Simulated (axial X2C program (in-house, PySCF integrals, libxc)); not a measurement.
**Spin–orbit effects down a group: molecules with H (ions), MP2**

Calculated with an axial X2C code built on PySCF integrals, spin-free (one-electron X2C) or two-component (2c: spin–orbit coupling with atomic mean-field Coulomb and Gaunt terms, which also bring small scalar terms), in Dyall basis sets with cores contracted in-house; open shells are unrestricted.

Basis sets: H dyall-av3z, O dyall-av3z, S dyall-av3z, Se dyall-acv3z. Frozen shells (counts by l): OH⁻ O 1s, H none, 8 electrons correlated; SH⁻ S 2s1p, H none, 8 electrons correlated; SeH⁻ Se 3s2p1d, H none, 8 electrons correlated. Where the outer core of a metal is frozen, bonds come out longer and ionisation energies lower.

```json
{"molecule": "OH⁻", "spin-free state": "M_S = 0, Λ = 0", "Re (Å)": "0.968", "ωe (cm⁻¹)": "3791.8", "De (eV)": "5.19", "2c state": "Ω = 0", "Re 2c (Å)": "0.968", "ωe 2c (cm⁻¹)": "3792.1", "De 2c (eV)": "5.19"}
{"molecule": "SH⁻", "spin-free state": "M_S = 0, Λ = 0", "Re (Å)": "1.343", "ωe (cm⁻¹)": "2713.3", "De (eV)": "3.97", "2c state": "Ω = 0", "Re 2c (Å)": "1.343", "ωe 2c (cm⁻¹)": "2712.5", "De 2c (eV)": "3.95"}
{"molecule": "SeH⁻", "spin-free state": "M_S = 0, Λ = 0", "Re (Å)": "1.466", "ωe (cm⁻¹)": "2427.1", "De (eV)": "3.54", "2c state": "Ω = 0", "Re 2c (Å)": "1.467", "ωe 2c (cm⁻¹)": "2422.5", "De 2c (eV)": "3.45"}
```

Problem. Work out the shifts from the spin-free to the two-component result.

Solution. 

```
molecule  2c state  ΔRe (Å)  Δωe (cm⁻¹)  ΔDe (eV)
     OH⁻     Ω = 0    0.000         0.3      0.00
     SH⁻     Ω = 0    0.000        -0.8     -0.02
    SeH⁻     Ω = 0    0.001        -4.6     -0.09
```

Shifts of one unit in the last digit are rounding.

Fragments in 2c: O- + H, S- + H, Se- + H. Each entry is the lowest single determinant of a limited PBE0 search at one distance. De goes to single-determinant-based atoms at the same level (for ions the charge split of lowest energy) and is withheld (n/a) where an atom does not fit its ground term or J level. Main or longest-lived isotopes.
